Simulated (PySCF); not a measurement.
Molecule: SMILES C=CC/C=C/C(N)=O, C₆H₉NO.

Bonds (- single, = double, # triple, : aromatic): C1=C2, C2-C3, C3-C4, C4=C5, C5-C6, C6-N7, C6=O8. C1 carries H9, H10; C2 carries H11; C3 carries H12, H13; C4 carries H14; C5 carries H15; N7 carries H16, H17. Stereochemistry as in C=CC/C=C/C(N)=O. H9 is cis to C3; H17 is cis to the C=O or C=S heteroatom; H10 is trans to C3; H16 is trans to the C=O or C=S heteroatom.

Frames of a GFN2-xTB Langevin trajectory at 200 K; GIAO PBE0/pcSseg-1 shieldings in PySCF 2.14, gas phase, non-relativistic; equivalent atoms averaged within each frame.

Chemical shifts δ = σref − σ; ¹³C (σref 186.93) and ¹H (σref 31.72) against TMS; NH3 for ¹⁵N (σref 267.73); ¹⁷O (σref 336.08) against H2O, all at this level. The references are static minima.

How do the shifts (ppm) fluctuate along the trajectory?

Answers


```
         time (fs)     C6     C4     C2     C5     C1    C3     N7     O8   H14   H15
optimised geometry  165.9  154.4  143.8  126.6  121.9  45.5  114.8  383.5  7.34  5.58
               250  167.6  155.7  144.3  131.5  124.3  47.8  115.0  402.5  7.24  6.48
               425  165.7  155.3  147.3  128.0  118.5  46.7  106.9  380.6  7.27  5.85
               625  176.3  153.4  152.6  124.5  128.0  47.1  111.6  415.7  7.73  5.27
               800  174.2  156.4  141.6  127.6  123.6  36.8  121.9  436.1  7.07  5.91
              1000  164.3  158.2  148.8  134.5  127.4  44.9  122.0  392.3  7.62  6.95
    mean of frames  169.6  155.8  146.9  129.2  124.4  44.7  115.5  405.4  7.39  6.09
standard deviation    5.3    1.7    4.2    3.9    3.8   4.5    6.5   21.5  0.28  0.64
```

5 frames give an uncertainty of the mean of about the standard deviation over 2.2 at best, since frames this close in time may not be independent; classical motion lacks zero-point vibration, and the reference would need the same averaging.
